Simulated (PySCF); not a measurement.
# `CB(C)[C@H]1C[SiH2]N[SiH2]1`: 4 charge schemes on one density

C₄H₁₄BNSi₂.
Geometry (PBE0-D3(BJ)/def2-SVP, Å), atoms numbered from 1 in this order:
```xyz
22
C4H14BNSi2 angstrom
C      2.0641   -1.1757    0.4534
B      1.3953    0.0175   -0.3288
C      2.2859    1.2067   -0.8558
C     -0.1511    0.0534   -0.5499
C     -0.9927   -1.2301   -0.3785
Si    -2.7669   -0.7552    0.0647
N     -2.4290    0.7360    0.9074
Si    -0.8111    1.3452    0.6967
H      1.5530   -1.3541    1.4154
H      3.1383   -1.0478    0.6517
H      1.9308   -2.1091   -0.1231
H      2.9244    1.6095   -0.0507
H      2.9920    0.7968   -1.6019
H      1.7421    2.0377   -1.3298
H     -0.3803    0.5520   -1.5111
H     -0.9334   -1.8668   -1.2765
H     -0.5987   -1.8383    0.4534
H     -3.4589   -1.7574    0.9368
H     -3.6341   -0.5637   -1.1454
H     -3.1240    1.2290    1.4568
H     -0.0341    1.3767    1.9808
H     -0.7621    2.7329    0.1381
```

Density: PBE0/pcSseg-1 (PySCF); schemes: Mulliken, IAO, Hirshfeld and ESP-fitted. One conformer (not necessarily the lowest) at the PBE0-D3(BJ)/def2-SVP geometry, without solvent, vibrations or thermal averaging.

Task: Atoms with like bonding are taken together and averaged. Which atoms carry the lowest charge in the Mulliken, IAO, Hirshfeld and ESP-fitted schemes?

Result: All schemes agree: Mulliken N7 (-0.829); IAO N7 (-0.924); Hirshfeld N7 (-0.328); ESP-fitted N7 (-0.877).

Task: For which atoms does the sign change between the 4 schemes (beyond +0.03 e in one, beyond −0.03 e in another)?

Result: For none.

Task: Give the atomic charges in each scheme.

Result: In e; atoms taken as equivalent share a row and are averaged (×n: the atom named and its like, n in all):

| atom | environment | Mulliken | IAO | Hirshfeld | ESP-fitted |
| --- | --- | --- | --- | --- | --- |
| C1/C3 | sp3 carbon bound to boron | -0.514 | -0.563 | -0.193 | -0.789 |
| B2 | three-coordinate boron | +0.462 | +0.305 | +0.183 | +0.653 |
| C4 | sp3 carbon bound to silicon | -0.747 | -0.490 | -0.170 | -0.204 |
| C5 | sp3 carbon bound to silicon | -0.475 | -0.532 | -0.156 | -0.435 |
| Si6 | SiH2 silicon | +0.784 | +0.874 | +0.362 | +0.653 |
| N7 | nitrogen bridging silicon atoms | -0.829 | -0.924 | -0.328 | -0.877 |
| Si8 | SiH2 silicon | +0.770 | +0.883 | +0.368 | +0.645 |
| H9 (×6) | methyl hydrogen | +0.132 | +0.149 | +0.041 | +0.172 |
| H15 | methine hydrogen | +0.172 | +0.152 | +0.041 | +0.077 |
| H16 | methylene hydrogen | +0.152 | +0.146 | +0.040 | +0.115 |
| H17 | methylene hydrogen | +0.147 | +0.141 | +0.040 | +0.126 |
| H18 | Si–H hydrogen | -0.111 | -0.142 | -0.088 | -0.146 |
| H19 | Si–H hydrogen | -0.113 | -0.157 | -0.095 | -0.152 |
| H20 | N–H hydrogen | +0.216 | +0.268 | +0.120 | +0.395 |
| H21 | Si–H hydrogen | -0.101 | -0.153 | -0.091 | -0.154 |
| H22 | Si–H hydrogen | -0.091 | -0.143 | -0.085 | -0.150 |

Mean size of the charges over all atoms: ESP-fitted 0.336 e, IAO 0.333 e, Mulliken 0.318 e, Hirshfeld 0.127 e. Each set sums to the total charge, 0, to within 0.001 e. The ESP scheme fits charges at the nuclei, held to the total charge, to the electrostatic potential on points at 1.4 to 2.0 times the van der Waals radii. The IAO scheme projects the occupied orbitals on a minimal set of polarised atomic orbitals and counts the electrons in each atom's part of it.

Some averages cover members that differ in this geometry: C1/C3, ESP-fitted -0.865 to -0.712; H9 (×6), ESP-fitted +0.149 to +0.208; H9 (×6), IAO +0.135 to +0.162 e.

Task: How many electrons does the Mulliken scheme count on Si8?

Result: Z − q = 14 − (+0.770) = 13.230.

Task: Sum the charges by element, for elements with more than one atom.

Result: 
```json
{"element": "C", "atoms": "4", "Mulliken": "-2.250", "IAO": "-2.148", "Hirshfeld": "-0.711", "ESP-fitted": "-2.216"}
{"element": "Si", "atoms": "2", "Mulliken": "+1.555", "IAO": "+1.757", "Hirshfeld": "+0.730", "ESP-fitted": "+1.298"}
{"element": "H", "atoms": "14", "Mulliken": "+1.062", "IAO": "+1.009", "Hirshfeld": "+0.126", "ESP-fitted": "+1.142"}
```

These values come from a run that also computed NMR shieldings. Time: 1.7 min (grids of density and orbitals included); peak memory 0.97 GiB. Hardware: an Arm Neoverse N1 with one thread, no GPU, shared host with 64 logical CPUs at a one-minute load of 61.
